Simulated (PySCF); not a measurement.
C2H6BiCl, SMILES [CH3][Bi]([CH3])[Cl]. Coordinates come from a B3LYP-D3(BJ)/def2-SVP optimisation. The structure was generated by enumeration; whether it is a known compound was not checked. The def2 effective core potentials stand for the cores of Bi; spin–orbit coupling is left out.

Computed equilibrium geometry at B3LYP-D3(BJ)/def2-SVP (PySCF confirms it by a frequency run) as bond lengths and angles, and its point group:
point group Cs.
Atoms: Bi1 Cl2 C3 H4 H5 H6 C7 H8 H9 H10. Bonds (Å): Bi1–Cl2 2.513, Bi1–C3 2.289, Bi1–C7 2.289, C3–H4 1.100, C3–H5 1.098, C3–H6 1.098, C7–H8 1.098, C7–H9 1.098, C7–H10 1.100. Bond angles (°): Cl2–Bi1–C3 93.7, Cl2–Bi1–C7 93.7, C3–Bi1–C7 91.7, Bi1–C3–H4 109.1, Bi1–C3–H5 107.3, Bi1–C3–H6 109.7, H4–C3–H5 110.4, H4–C3–H6 110.2, H5–C3–H6 110.1, Bi1–C7–H8 109.7, Bi1–C7–H9 107.3, Bi1–C7–H10 109.1, H8–C7–H9 110.1, H8–C7–H10 110.2, H9–C7–H10 110.4.
Charge 0, spin multiplicity 1.
